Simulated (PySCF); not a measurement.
Match the calculated data to a structure.

All candidates are C8H10OSi.

| technique | computed result |
| --- | --- |
| Dipole | 4.89 D [PBE0/pcSseg-1] |
| 13C NMR | chemical shifts (computed TMS as zero) by class: 224.7 (1 C), 186.1 (1 C), 169.8 (1 C), 140.8 (1 C), 83.6 (1 C), 11.0 (1 C), 10.0 (1 C), 8.1 (1 C) ppm [GIAO PBE0/pcSseg-1] |
| NMR, other nuclei | isotropic shieldings of nuclei other than C and H, by class: -443 (1 O), 332 (1 Si) ppm [GIAO PBE0/pcSseg-1] |
| 1H NMR | chemical shifts (computed TMS as zero) by class: 7.30 (1 H), 5.38 (1 H), 2.58 (3 H), 1.30 (3 H), 1.17 (1 H), 1.03 (1 H) ppm [GIAO PBE0/pcSseg-1] |
| Rotational structure | rotational constants A, B, C: 1.381, 0.723, 0.498 GHz [GFN2-xTB] |

Gas-phase values; electronic properties from PySCF, density fitting. Levels stand in brackets. One conformer (not necessarily the lowest) at the GFN2-xTB geometry, without solvent, vibrations or thermal averaging. NMR classes are plain means over equivalent atoms (diastereotopic ones count apart unless rotation or inversion swaps them), as if these changed places fast.

Task: Which candidate is it?
A. `CC#CC1=CC(=O)[Si@H]1CC`
B. `CCC[SiH2]C#CC#CC=O`
C. `C1=CC[SiH](c2ccco2)C1`

Result: A. It is `CC#CC1=CC(=O)[Si@H]1CC`. Numbering: `[CH3:1][C:2]#[C:3][C:4]1=[CH:5][C:6](=[O:7])[Si@H:8]1[CH2:9][CH3:10]`. Its formula, C8H10OSi, gives 5 degrees of unsaturation: 1 ring and 4 π bonds in the structure found. 8 carbons fall into 8 classes; from least to most shielded: carbonyl carbon [C6] (224.7 ppm), fully substituted alkene carbon [C4] (186.1 ppm), alkene CH carbon [C5] (169.8 ppm), alkyne carbon [C2] (140.8 ppm), alkyne carbon [C3] (83.6 ppm), chain sp3 carbon bound to silicon [C9] (11.0 ppm), methyl carbon [C10] (10.0 ppm), propargylic carbon [C1] (8.1 ppm). Hydrogen classes from least to most shielded: 1 H on an alkene CH carbon, C5 (7.30 ppm), 1 H on an SiH silicon, Si8 (5.38 ppm), 3 H on a propargylic carbon, C1 (2.58 ppm), 3 H on a methyl carbon, C10 (1.30 ppm), 1 H on an sp3 carbon bound to silicon, C9 (1.17 ppm), 1 H on an sp3 carbon bound to silicon, C9 (1.03 ppm). The other shieldings belong to: -443 ppm, carbonyl oxygen [O7]; 332 ppm, SiH silicon [Si8]. The optimised geometry has point group C1 and is an asymmetric top.

The others, at the same levels:
- `C1=CC[SiH](c2ccco2)C1` fails: it has 6 carbon classes against 8; its computed 13C shifts are 160.1 (1 C), 152.6 (1 C), 138.3 (2 C), 127.6 (1 C), 117.3 (1 C), 22.0 (2 C) ppm, 1H shifts are 7.79 (1 H), 7.07 (1 H), 6.78 (1 H), 6.16 (2 H), 5.14 (1 H), 1.96 (2 H), 1.76 (2 H) ppm and rotational constant A is 3.006 GHz (against 1.381 GHz).
- `CCC[SiH2]C#CC#CC=O` fails: its computed 13C shifts are 180.9 (1 C), 105.5 (1 C), 97.7 (1 C), 89.3 (1 C), 75.2 (1 C), 22.9 (1 C), 20.9 (1 C), 17.6 (1 C) ppm, 1H shifts are 9.56 (1 H), 4.53 (2 H), 1.57 (2 H), 1.18 (3 H), 0.77 (2 H) ppm and rotational constant A is 1.940 GHz (against 1.381 GHz).

Each candidate is one conformer, not necessarily the lowest. Dipoles, sizes and rotational constants follow the conformer. The torsions of the flexible species, by atom-mapped SMILES:
- `[CH3:1][C:2]#[C:3][C:4]1=[CH:5][C:6](=[O:7])[Si@H:8]1[CH2:9][CH3:10]`: C6–Si8–C9–C10 155°
- `[CH3:1][CH2:2][CH2:3][SiH2:4][C:5]#[C:6][C:7]#[C:8][CH:9]=[O:10]`: C1–C2–C3–Si4 179°, C2–C3–Si4–C5 -58°

The conformers of `C1=CC[SiH](c2ccco2)C1` aren't listed.
